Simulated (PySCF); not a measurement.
# Bond lengths and vibrations by method: B2FHO

All numbers below are calculated, not measured. The program is PySCF 2.14.0, an open-source quantum chemistry code, run on an isolated molecule that a program drew, which may never have been made. The molecule is B2FHO (charge 0, singlet), drawn as the SMILES string `O=BBF`.

The geometry was optimised and harmonic frequencies were computed with HF and MP2, all in the cc-pVDZ basis, for the commonest isotopes, with a restricted reference for singlets and an unrestricted one otherwise, and a frozen core in MP2. Each result is a local minimum of its method.

Geometry at the HF minimum:
```xyz
5
B2FHO, angstrom
O    -3.5943   -0.7563    1.5147
B    -2.8982   -0.5505    0.5775
B    -1.8681   -0.3096   -0.7714
F    -1.9160    0.8465   -1.4047
H    -1.1093   -1.1437   -1.1619
```

Lengths of the bonds as drawn, in Å (atoms numbered as above):
| bond | HF | MP2 |
|---|---|---|
| O1-B2 | 1.185 | 1.221 |
| B2-B3 | 1.714 | 1.707 |
| B3-F4 | 1.319 | 1.336 |
| B3-H5 | 1.193 | 1.203 |

Rotational constants, in GHz:
| constant | HF | MP2 |
|---|---|---|
| A | 51.72 | 50.95 |
| B | 3.695 | 3.619 |
| C | 3.449 | 3.379 |

Harmonic frequencies in cm^-1, each column in rising order, so a row needn't be the same motion in every method:
| rank | HF | MP2 |
|---|---|---|
| 1 | 210 | 193 |
| 2 | 339 | 305 |
| 3 | 519 | 489 |
| 4 | 767 | 744 |
| 5 | 920 | 885 |
| 6 | 1167 | ? |
| 7 | 1371 | 1326 |
| 8 | 2172 | 1949 |
| 9 | 2782 | 2708 |

**Estimate the missing MP2 frequency from the HF column.**

A single factor s that minimises the squared misfit of MP2 against s times HF over the other rows is sum(HF x MP2) / sum(HF^2) = 0.9486, with an rms misfit of 48 cm^-1. For rank 6 it gives 0.9486 x 1167 = 1107 cm^-1. The calculation gives 1124 cm^-1, 17 cm^-1 above the estimate. The drawn bonds are on average 1.2 % longer in MP2 than in HF.
